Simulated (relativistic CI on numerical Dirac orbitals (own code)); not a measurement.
Radial Dirac CI calculation of Ne5+.

Command:

```sh
python run_levels.py task.json out
```

Input:

```
atom Ne  Z=10  charge=5  electrons=5
nucleus A=20  rms_radius_fm=3.0055
hamiltonian dirac-coulomb  breit=on  qed=on  c_scale=1
orbitals kli  potential=per-configuration
slater_scale 1
correlation none
mixing on
grid step=0.0125 r_max=14.3
scf mixing=0.4 start=green max_iterations=150 tolerance=2e-08 node_fill=0.05
configurations
  [He] 2s2 2p
  [He] 2s 2p2
end
```

Output:

```
SCF 1: [He] 2s2 2p
 iter      energy (Ha)   residual   last orbital (Ha)
    1      -115.282974   9.44e-01     -7.68571
    2      -115.813801   5.32e-01     -6.79305
    3      -116.050028   7.75e-02     -5.96129
    4      -116.054910   1.04e-02     -5.83319
    5      -116.055001   1.11e-04     -5.81198
    6      -116.055001   7.14e-05     -5.81196
    7      -116.055001   1.53e-06     -5.81180
    8      -116.055001   6.52e-07     -5.81179
    9      -116.055001   2.65e-08     -5.81180
   10      -116.055001   1.04e-08     -5.81180
SCF 2: [He] 2s 2p2
 iter      energy (Ha)   residual   last orbital (Ha)
    1      -114.423593   1.01e+00     -7.68571
    2      -115.073471   5.64e-01     -6.70179
    3      -115.362961   8.91e-03     -5.66295
    4      -115.362994   3.30e-03     -5.67091
    5      -115.363005   3.87e-05     -5.66071
    6      -115.363005   3.78e-05     -5.66086
    7      -115.363005   4.36e-07     -5.66082
    8      -115.363005   2.85e-08     -5.66082
    9      -115.363005   3.21e-09     -5.66082
orbital energies (Ha): 1s -37.4930  2s -6.5634  2p1/2 -5.8192  2p3/2 -5.8118
configuration averages (Ha): Dirac-Coulomb, Breit, QED
  2s2 2p                        -116.055001    0.014642    0.011023
  2s 2p2                        -115.363005    0.014612    0.010562
levels: no., configuration, term, J, E (cm-1), weight
   1 2s2 2p                 2P*  1/2              0.0  1.00
   2 2s2 2p                 2P*  3/2           1336.7  1.00
   3 2s 2p2                 4P   1/2          79368.5  1.00
   4 2s 2p2                 4P   3/2          79809.1  1.00
   5 2s 2p2                 4P   5/2          80446.8  1.00
   6 2s 2p2                 2D   5/2         169561.1  1.00
   7 2s 2p2                 2D   3/2         169601.3  1.00
   8 2s 2p2                 2S   1/2         220496.1  1.00
   9 2s 2p2                 2P   1/2         246499.2  1.00
  10 2s 2p2                 2P   3/2         247307.4  1.00
lowest total energy -116.033397 Ha
end: converged
```
